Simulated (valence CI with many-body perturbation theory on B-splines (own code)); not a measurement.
# E1 transitions of Se20+

Method: relativistic CI+MBPT: four valence electrons over a frozen Dirac-Fock core [Ne], radial functions for each j: 11 s, 11 p, 9 d, 7 f, 5 g, 2 h, 1 i, with the one-electron correlation potential Σ1 (screened to all orders), the two-electron term Σ2, the three-electron term Σ3, Breit, model QED; selected single and double excitations, second order for the rest (own B-spline code, finite nucleus).

No measured levels were compared; by estimate levels of excited configurations hold to 0.05 to 0.15 % of their energy, terms of the ground configuration to about 0.5 %.

Lines 151 to 200 of 223 in falling wavelength, among levels below 167.76 eV, chosen from the strongest by gf and those to the six lowest levels. Wavelengths and rates use the calculated energies, so an error of 300 cm⁻¹ moves a line at 13.63 nm by 0.041 % and its rate by three times that or more. Electric multipoles are in the length gauge, E1 and E2 with the static RPA response of the core. Weak lines are less certain than strong ones. Lines between different terms over intervals too small for the method are left out, as are lines whose strength nearly cancels. The highest levels of a list are the least certain.

Names give the largest LS component (configuration and term), which can be under half, so a name can repeat, a term be missing and a line seem to break the LS rules; names also repeat where a configuration has a term twice. Letters in brackets count levels of one name in rising energy.

| λ vac (nm) | Upper | Lower | A (s⁻¹) | S (a.u.) |
| --- | --- | --- | --- | --- |
| 13.63 | 3s 3p2 3d 3P_1 [b] | 3s 3p3 3P°_0 | 2.29e+10 | 8.59e-02 |
| 13.57 | 3s2 3p 3d 3P°_2 [a] | 3s2 3p2 3P_1 | 4.73e+10 | 2.92e-01 |
| 13.57 | 3s2 3p 3d 1P°_1 | 3s2 3p2 1S_0 | 9.14e+10 | 3.38e-01 |
| 13.51 | 3s 3p2 3d 3P_2 [b] | 3s 3p3 3P°_2 | 4.57e+10 | 2.78e-01 |
| 13.49 | 3s 3p2 3d 1G_4 | 3s 3p3 3D°_3 | 8.51e+09 | 9.29e-02 |
| 13.49 | 3s 3p2 3d 3P_2 [b] | 3s 3p3 3P°_1 | 4.36e+09 | 2.64e-02 |
| 13.47 | 3s 3p2 3d 3D_2 [a] | 3s 3p3 3D°_1 | 2.77e+10 | 1.67e-01 |
| 13.39 | 3s 3p2 3d 3F_3 [a] | 3s 3p3 5S°_2 | 9.55e+09 | 7.92e-02 |
| 13.35 | 3s2 3p 3d 3D°_1 | 3s2 3p2 3P_1 | 1.88e+10 | 6.61e-02 |
| 13.34 | 3s 3p2 3d 1F_3 | 3s 3p3 3D°_3 | 3.99e+09 | 3.27e-02 |
| 13.32 | 3s 3p2 3d 3D_3 [b] | 3s 3p3 3P°_2 | 4.30e+09 | 3.52e-02 |
| 13.31 | 3s 3p2 3d 3D_2 [d] | 3s 3p3 3P°_1 | 7.88e+09 | 4.58e-02 |
| 13.29 | 3s 3p2 3d 3D_3 [a] | 3s 3p3 3D°_2 | 9.82e+09 | 7.97e-02 |
| 13.28 | 3s 3p2 3d 3D_2 [b] | 3s 3p3 3D°_3 | 1.41e+10 | 8.17e-02 |
| 13.28 | 3s 3p2 3d 3P_0 [a] | 3s 3p3 3D°_1 | 3.91e+10 | 4.51e-02 |
| 13.27 | 3s 3p2 3d 3D_1 [c] | 3s 3p3 3P°_2 | 2.54e+10 | 8.80e-02 |
| 13.27 | 3s 3p2 3d 3D_1 [a] | 3s 3p3 3D°_2 | 3.45e+10 | 1.19e-01 |
| 13.26 | 3s 3p2 3d 3D_1 [c] | 3s 3p3 3P°_1 | 1.12e+10 | 3.85e-02 |
| 13.20 | 3s 3p2 3d 3F_3 [c] | 3s 3p3 3P°_2 | 1.50e+10 | 1.19e-01 |
| 13.19 | 3s 3p2 3d 3D_1 [a] | 3s 3p3 3D°_1 | 1.13e+10 | 3.85e-02 |
| 13.15 | 3s 3p2 3d 3D_1 [c] | 3s 3p3 3P°_0 | 6.13e+09 | 2.06e-02 |
| 13.09 | 3s2 3p 3d 3D°_2 | 3s2 3p2 3P_2 | 4.68e+10 | 2.59e-01 |
| 13.04 | 3s 3p2 3d 5P_3 | 3s 3p3 5S°_2 | 7.17e+10 | 5.49e-01 |
| 13.01 | 3s 3p2 3d 1F_3 | 3s 3p3 3D°_2 | 1.58e+10 | 1.20e-01 |
| 12.97 | 3s 3p2 3d 3F_3 [b] | 3s 3p3 3D°_3 | 4.06e+10 | 3.06e-01 |
| 12.96 | 3s 3p3 1P°_1 | 3s2 3p2 3P_0 | 1.01e+10 | 3.26e-02 |
| 12.95 | 3s 3p2 3d 3D_2 [b] | 3s 3p3 3D°_2 | 5.33e+10 | 2.85e-01 |
| 12.91 | 3s2 3p 3d 1F°_3 | 3s2 3p2 1D_2 | 9.33e+10 | 6.93e-01 |
| 12.90 | 3s2 3p 3d 3D°_3 | 3s2 3p2 3P_2 | 9.53e+10 | 7.06e-01 |
| 12.89 | 3s 3p2 3d 5P_2 | 3s 3p3 5S°_2 | 8.29e+10 | 4.38e-01 |
| 12.87 | 3s 3p2 3d 3D_2 [b] | 3s 3p3 3D°_1 | 8.89e+09 | 4.68e-02 |
| 12.86 | 3s2 3p 3d 3P°_1 | 3s2 3p2 3P_2 | 2.30e+10 | 7.23e-02 |
| 12.79 | 3s 3p2 3d 5P_1 | 3s 3p3 5S°_2 | 9.47e+10 | 2.93e-01 |
| 12.71 | 3s2 3p 3d 3D°_2 | 3s2 3p2 3P_1 | 4.58e+10 | 2.32e-01 |
| 12.71 | 3s2 3p 3d 3P°_2 [b] | 3s2 3p2 3P_2 | 1.96e+10 | 9.92e-02 |
| 12.69 | 3s 3p2 3d 3P_2 [a] | 3s 3p3 5S°_2 | 9.59e+09 | 4.84e-02 |
| 12.65 | 3s 3p2 3d 3F_3 [b] | 3s 3p3 3D°_2 | 3.68e+10 | 2.58e-01 |
| 12.64 | 3s 3p2 3d 3D_1 [b] | 3s 3p3 3D°_2 | 7.73e+09 | 2.31e-02 |
| 12.62 | 3s2 3p 3d 3P°_0 | 3s2 3p2 3P_1 | 8.49e+10 | 8.41e-02 |
| 12.57 | 3s 3p2 3d 3D_1 [b] | 3s 3p3 3D°_1 | 3.39e+10 | 9.96e-02 |
| 12.53 | 3s2 3p 3d 3D°_1 | 3s2 3p2 3P_0 | 8.81e+10 | 2.57e-01 |
| 12.49 | 3s2 3p 3d 3P°_1 | 3s2 3p2 3P_1 | 5.47e+10 | 1.58e-01 |
| 12.48 | 3s 3p2 3d 3D_2 [c] | 3s 3p3 3D°_2 | 5.93e+09 | 2.85e-02 |
| 12.48 | 3s2 3p 3d 1P°_1 | 3s2 3p2 1D_2 | 8.73e+08 | 2.51e-03 |
| 12.44 | 3s 3p2 3d 3F_4 [b] | 3s 3p3 3D°_3 | 8.91e+10 | 7.62e-01 |
| 12.42 | 3s 3p2 3d 3D_2 [c] | 3s 3p3 3D°_1 | 4.19e+09 | 1.98e-02 |
| 12.35 | 3s2 3p 3d 3P°_2 [b] | 3s2 3p2 3P_1 | 8.92e+09 | 4.14e-02 |
| 12.21 | 3s 3p2 3d 3P_1 [a] | 3s 3p3 5S°_2 | 1.81e+09 | 4.87e-03 |
| 11.98 | 3s 3p2 3d 3D_3 [b] | 3s 3p3 3D°_2 | 1.60e+10 | 9.52e-02 |
| 11.96 | 3s 3p2 3d 3G_3 | 3s 3p3 5S°_2 | 9.79e+07 | 5.78e-04 |
